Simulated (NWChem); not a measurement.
Program: NWChem. System: HClSSi, charge 0, spin multiplicity 1, at a geometry optimised with B3LYP/def2-SVP. The structure started from a generated list of species. Level: CCSD(T)/pcseg-2, 15 core orbitals frozen.

Part of the output:

```
             Northwest Computational Chemistry Package (NWChem) 7.3.0
             --------------------------------------------------------

                                NWChem Input Module
                                -------------------

 Scaling coordinates for geometry "geometry" by  1.889725989
 (inverse scale =  0.529177249)

 Turning off AUTOSYM since
 SYMMETRY directive was detected!

                             Geometry "geometry" -> ""
                             -------------------------

 Output coordinates in angstroms (scale by  1.889725989 to convert to a.u.)

  No.       Tag          Charge          X              Y              Z
 ---- ---------------- ---------- -------------- -------------- --------------
    1 Si                  14.0000    -0.97584300    -0.04597600     0.00000000
    2 Cl                  17.0000     0.43283000    -1.62082200     0.00000000
    3 S                   16.0000     0.42842700     1.60350700     0.00000000
    4 H                    1.0000    -0.55113800     2.54152000     0.00000000

 Effective nuclear repulsion energy (a.u.)     170.1369444753

            Nuclear Dipole moment (a.u.)
            ----------------------------
        X                 Y               Z
 ---------------- ---------------- ----------------
     0.0000037795    -0.0000113384     0.0000000000

      Symmetry information
      --------------------

 Group name             Cs
 Group number              2
 Group order               2
 No. of unique centers     4

      Symmetry unique atoms

     1    2    3    4


 Summary of "ao basis" -> "" (spherical)
 ------------------------------------------------------------------------------
       Tag                 Description            Shells   Functions and Types
 ---------------- ------------------------------  ------  ---------------------
 *                          pcseg-2                   on all atoms

 Summary of "ao basis" -> "ao basis" (spherical)
 ------------------------------------------------------------------------------
       Tag                 Description            Shells   Functions and Types
 ---------------- ------------------------------  ------  ---------------------
 Si                         pcseg-2                 12       34   5s4p2d1f
 Cl                         pcseg-2                 12       34   5s4p2d1f
 S                          pcseg-2                 12       34   5s4p2d1f
 H                          pcseg-2                  6       14   3s2p1d

                                 NWChem SCF Module
                                 -----------------

  ao basis        = "ao basis"
  functions       =   116
  atoms           =     4
  closed shells   =    24
  open shells     =     0
  charge          =   0.00
  wavefunction    = RHF
  use symmetry    = T
  symmetry adapt  = T

 Summary of "ao basis" -> "ao basis" (spherical)
 ------------------------------------------------------------------------------
       Tag                 Description            Shells   Functions and Types
 ---------------- ------------------------------  ------  ---------------------
 Si                         pcseg-2                 12       34   5s4p2d1f
 Cl                         pcseg-2                 12       34   5s4p2d1f
 S                          pcseg-2                 12       34   5s4p2d1f
 H                          pcseg-2                  6       14   3s2p1d

      Symmetry analysis of basis
      --------------------------

        a'         79
        a"         37

 Forming initial guess at       0.1s

      Superposition of Atomic Density Guess
      -------------------------------------

 Sum of atomic energies:       -1146.29328940

      Non-variational initial energy
      ------------------------------

 Total energy =   -1146.759757
 1-e energy   =   -1925.211707
 2-e energy   =     608.315006
 HOMO         =      -0.251195
 LUMO         =      -0.044814

      Symmetry analysis of molecular orbitals - initial
      -------------------------------------------------

  Numbering of irreducible representations:

     1 a'          2 a"

  Orbital symmetries:

     1 a'          2 a'          3 a'          4 a'          5 a'
[...]
    16      0.900496  1 Si py                73     -0.737417  3 S  s
   105      0.730217  4 H  s                 39      0.497838  2 Cl s
    83      0.414786  3 S  px                49     -0.269281  2 Cl px
    13      0.250947  1 Si py                84     -0.203731  3 S  py
    15     -0.194813  1 Si px

 Vector   27  Occ=0.000000D+00  E= 1.109076D-01  Symmetry=a'
              MO Center= -9.6D-01,  1.2D+00,  8.1D-15, r^2= 7.8D+00
   Bfn.  Coefficient  Atom+Function         Bfn.  Coefficient  Atom+Function
  ----- ------------  ---------------      ----- ------------  ---------------
   105      1.729152  4 H  s                 84     -1.071352  3 S  py
    16     -0.929525  1 Si py                 5     -0.756827  1 Si s
    15     -0.640066  1 Si px                13     -0.186029  1 Si py
    83      0.177188  3 S  px                81     -0.152267  3 S  py

 center of mass
 --------------
 x =   0.01924135 y =  -0.08147293 z =   0.00000000

 moments of inertia (a.u.)
 ------------------
         644.447841451411           9.577914970035           0.000000000000
           9.577914970035         140.547645890282           0.000000000000
           0.000000000000           0.000000000000         784.995487341692

  Mulliken analysis of the total density
  --------------------------------------

    Atom       Charge   Shell Charges
 -----------   ------   -------------------------------------------------------
    1 Si  14    13.43   2.00  0.48  1.50  1.00  0.82  5.92  0.39  1.04  0.10  0.00  0.16  0.02
    2 Cl  17    17.37   2.01  0.37  1.60  1.02  0.95  5.92  1.00  3.07  1.40  0.00  0.03  0.00
    3 S   16    16.24   2.01  0.40  1.57  0.97  0.89  5.92  0.82  2.57  1.01  0.00  0.07  0.00
    4 H    1     0.96   0.37  0.51  0.03  0.00  0.05  0.00

       Multipole analysis of the density wrt the origin
       ------------------------------------------------

     L   x y z        total         open         nuclear
     -   - - -        -----         ----         -------
     0   0 0 0     -0.000000      0.000000     48.000000

     1   1 0 0     -0.716747      0.000000      0.000004
     1   0 1 0      0.541216      0.000000     -0.000011
     1   0 0 1      0.000000      0.000000      0.000000

     2   2 0 0    -30.884141      0.000000     70.553992
     2   1 1 0     -1.475021      0.000000     -6.095909
     2   1 0 1     -0.000000      0.000000      0.000000
     2   0 2 0    -29.898879      0.000000    329.569095
     2   0 1 1     -0.000000      0.000000      0.000000
     2   0 0 2    -28.919337      0.000000      0.000000

                   NWChem Extensible Many-Electron Theory Module
                   ---------------------------------------------


            General Information
            -------------------
      Number of processors :     1
         Wavefunction type : Restricted Hartree-Fock
          No. of electrons :    48
           Alpha electrons :    24
            Beta electrons :    24
           No. of orbitals :   232
            Alpha orbitals :   116
             Beta orbitals :   116
        Alpha frozen cores :    15
         Beta frozen cores :    15
     Alpha frozen virtuals :     0
      Beta frozen virtuals :     0
         Spin multiplicity : singlet
    Number of AO functions :   116
       Number of AO shells :    42
        Use of symmetry is : on
      Symmetry adaption is : on
         Schwarz screening : 0.10D-09

          Correlation Information
          -----------------------
          Calculation type : Coupled-cluster singles & doubles w/ perturbation
   Perturbative correction : (T)
            Max iterations :      100
        Residual threshold : 0.10D-05
     T(0) DIIS level shift : 0.00D+00
     L(0) DIIS level shift : 0.00D+00
     T(1) DIIS level shift : 0.00D+00
     L(1) DIIS level shift : 0.00D+00
     T(R) DIIS level shift : 0.00D+00
     T(I) DIIS level shift : 0.00D+00
   CC-T/L Amplitude update :  5-th order DIIS
                I/O scheme : Global Array Library
        L-threshold :  0.10D-05
        EOM-threshold :  0.10D-05
 no EOMCCSD initial starts read in
 TCE RESTART OPTIONS
 SLICE:      F
 D4D5:       F
 quantumc:   F
 qrotation:  F
 pwtce:      F
 qducc:      F
 nacto:                         0
 nrotv:                         0
 nrot:                          0

            Memory Information
            ------------------
          Available GA space size is     249023344 doubles
          Available MA space size is     104850900 doubles

 Maximum block size supplied by input
 Maximum block size        24 doubles

 tile_dim =     20

 -------------------------------------------------
   1    alpha     a'     7 doubles       0       1
   2    alpha     a"     2 doubles       7       2
   3    beta      a'     7 doubles       9       1
   4    beta      a"     2 doubles      16       2
   5    alpha     a'    20 doubles      18       5
   6    alpha     a'    20 doubles      38       6
   7    alpha     a'    20 doubles      58       7
   8    alpha     a"    16 doubles      78       8
   9    alpha     a"    16 doubles      94       9
  10    beta      a'    20 doubles     110       5
  11    beta      a'    20 doubles     130       6
  12    beta      a'    20 doubles     150       7
  13    beta      a"    16 doubles     170       8
  14    beta      a"    16 doubles     186       9

 Global array virtual files algorithm will be used

 Parallel file system coherency ......... OK

 4-electron integrals stored in orbital form

 v2    file size   =         10390333
 4-index algorithm nr.  13 is used
 imaxsize =       30
 imaxsize ichop =        0


CCSD iterations
 ---------------------------------------------------------
 Iter          Residuum       Correlation     Cpu    Wall
 ---------------------------------------------------------
    1   0.1672554531966  -0.4364269564020     1.4     1.4
    2   0.0441988788262  -0.4675197062705     1.4     1.4
    3   0.0156835524703  -0.4762418904468     1.4     1.4
    4   0.0066351227567  -0.4784506283121     1.4     1.4
    5   0.0030587448005  -0.4793222699070     1.4     1.4
    6   0.0009862042717  -0.4798061305019     1.4     1.4
    7   0.0005131847435  -0.4798633871448     1.4     1.4
    8   0.0002848961940  -0.4798761289388     1.4     1.4
    9   0.0001827088737  -0.4798789019463     1.4     1.4
   10   0.0001113550984  -0.4798841029029     1.4     1.4
   11   0.0000251713373  -0.4798893790402     1.3     1.3
   12   0.0000138039152  -0.4798906960209     1.3     1.3
   13   0.0000087837062  -0.4798908669376     1.3     1.3
   14   0.0000057322741  -0.4798908375627     1.3     1.3
   15   0.0000038149712  -0.4798908227465     1.3     1.3
   16   0.0000007814456  -0.4798907109621     1.3     1.3
 -----------------------------------------------------------------
 Iterations converged
 CCSD correlation energy / hartree =        -0.479890710962079
 CCSD total energy / hartree       =     -1147.105053092493335

 Singles contributions

 Doubles contributions
 CCSD(T)
 Using plain CCSD(T) code
             total no. of tasks          295
 total no. of tasks / no. procs          295
                         wl_min        32768           5.7
                         wl_max      2744000          11.8
        thresh for no. of tasks          295

 CCSD[T]  correction energy / hartree =        -0.021849355368850
 CCSD[T] correlation energy / hartree =        -0.501740066330929
 CCSD[T] total energy / hartree       =     -1147.126902447862221
 CCSD(T)  correction energy / hartree =        -0.021314335807812
 CCSD(T) correlation energy / hartree =        -0.501205046769892
 CCSD(T) total energy / hartree       =     -1147.126367428301137

 Task  times  cpu:      111.3s     wall:      111.3s

 Total times  cpu:      111.4s     wall:      111.4s
```

**Question.** Write an NWChem input that would produce this output.

**Answer.** One answer among several that fit: 
```
start mol
memory heap 100 mb stack 700 mb global 1900 mb
geometry units angstroms nocenter noautoz
  Si    -0.975843    -0.045976     0.000000
  Cl     0.432830    -1.620822     0.000000
  S      0.428427     1.603507     0.000000
  H     -0.551138     2.541520     0.000000
  symmetry group Cs
end
basis spherical
  * library pcseg-2
end
scf
  rhf
  nopen 0
  maxiter 100
  thresh 1e-7
  semidirect memsize 60000000 filesize 0
end
tce
  freeze core 15
  ccsd(t)
  2eorb
  2emet 13
  thresh 1e-6
  maxiter 100
  tilesize 24
end
task tce energy
```
